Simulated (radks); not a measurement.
Values are calculated unless marked as measured or tabulated.
Pb3+, configuration [Xe] 4f14 5d10 6s0.5 6d0.5 (fractional occupations, a model configuration). Code: a radial shooting solver on a logarithmic mesh with Libxc functionals. Model: scalar-relativistic Kohn-Sham, LDA (Slater exchange, Perdew-Zunger correlation), spin-polarised, spherical densities, point nucleus; open shells are filled with parallel spins first (spin-orbit coupling, left out, can overturn this in heavy ions).

Radial electron density D(r) = 4 pi r^2 rho(r):

r (bohr),D(r) (e/bohr),spin D(r)
0.0025,42.01,0.00224
0.003415,59.46,0.00304
0.004703,80.17,0.00381
0.006425,99.58,0.00416
0.008778,112.4,0.00363
0.01199,113.7,0.00201
0.01638,105.5,0.000143
0.02256,102.4,0.000525
0.03082,120.8,0.00513
0.04211,149.7,0.00986
0.05753,150.7,0.00631
0.07859,125.2,0.00212
0.1074,130.7,0.0155
0.1479,143.8,0.0152
0.202,100.2,0.0000667
0.276,85.10,0.0370
0.377,96.04,0.0161
0.515,57.66,0.0251
0.7036,29.54,0.0980
0.969,22.78,0.0128
1.324,12.49,0.141
1.808,4.181,0.370
2.471,0.9646,0.341
3.375,0.2722,0.230
4.611,0.1074,0.107
6.35,0.01718,0.0172
8.675,0.0006505,0.000650

D(r) has 4 maxima, at r = 0.0106, 0.0498, 0.138, 0.354 bohr, and minima at 0.0207, 0.0886, 0.251 bohr, inside which lie 1.88, 11.01, 30.06 electrons.
